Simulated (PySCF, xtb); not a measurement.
CH7ClOSi2, SMILES [SiH3]CO[SiH2]Cl.

GFN2-xTB (xtb) at its own geometry gives an orbital gap of 5.46 eV and a dipole moment of 2.19 D.

The structure is a stationary point at B3LYP-D3(BJ)/def2-SVP. This is a generated structure with no PubChem entry under its InChIKey; it may be hypothetical. The values are those of a single conformer.

### Question
What does CAM-B3LYP/def2-TZVP in PySCF give? (An estimate is asked for; the answer gives what the named calculation found.)

### Answer
gap 10.57 eV (levels -9.40 and 1.17 eV), dipole 1.02 D.
